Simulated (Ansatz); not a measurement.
Relaxation of AsFH6OSi2 (11 atoms, charge 0, multiplicity 1), to a largest force component of 0.015 eV/Å in at most 40 steps.

Computed with Ansatz, RKS PBE0/def2-SVP.

```xyz
11
Properties=species:S:1:pos:R:3
F -2.560 0.480 0.516
Si -1.002 0.570 0.008
Si 0.267 -0.063 1.702
O -0.713 -0.488 -1.323
As 0.776 0.025 -2.154
H -0.668 1.971 -0.376
H 1.736 -0.009 1.306
H -0.008 -1.423 2.097
H 0.090 0.855 2.898
H 1.065 1.082 -1.017
H 0.017 1.037 -3.017
```

Question: Where does it end, and by what steps?

Answer: It converged. The force dipped under the threshold on the way, but the program's further checks kept it going. After 38 steps the energy has fallen by 0.658 eV; H10 moved furthest, 1.77 Å. Parted: Si2–As5.

| step | energy less start (eV) | largest force component (eV/Å) | accepted |
| --- | --- | --- | --- |
| 0 | 0.0000 | 1.732 | yes |
| 2 | -0.5088 | 0.375 | yes |
| 4 | -0.5808 | 0.131 | yes |
| 6 | -0.5939 | 0.390 | no |
| 8 | -0.6043 | 0.166 | yes |
| 10 | -0.6080 | 0.154 | yes |
| 12 | -0.6181 | 0.195 | yes |
| 14 | -0.6246 | 0.066 | yes |
| 16 | -0.6335 | 0.243 | yes |
| 18 | -0.6386 | 0.110 | yes |
| 20 | -0.6430 | 0.264 | yes |
| 22 | -0.6473 | 0.066 | yes |
| 24 | -0.6483 | 0.018 | yes |
| 26 | -0.6488 | 0.102 | yes |
| 28 | -0.6494 | 0.040 | yes |
| 30 | -0.6445 | 0.465 | no |
| 32 | -0.6499 | 0.159 | no |
| 34 | -0.6516 | 0.035 | yes |
| 36 | -0.6535 | 0.241 | yes |
| 38 | -0.6584 | 0.011 | yes |

```xyz
11
Properties=species:S:1:pos:R:3
F -2.155 0.570 -0.010
Si -0.536 0.692 0.123
Si 0.118 -0.091 2.228
O 0.180 -0.288 -1.000
As 0.347 -0.112 -2.792
H -0.217 2.125 -0.153
H 1.597 0.076 2.371
H -0.233 -1.537 2.365
H -0.561 0.687 3.309
H 1.306 1.088 -2.773
H -0.847 0.825 -3.026
```

Whether the end is a true minimum wasn't checked by a vibrational analysis.

Time of the run: 2.7 min on 2 threads of Arm Neoverse V2, with other jobs on the host, peak memory 0.34 GiB.
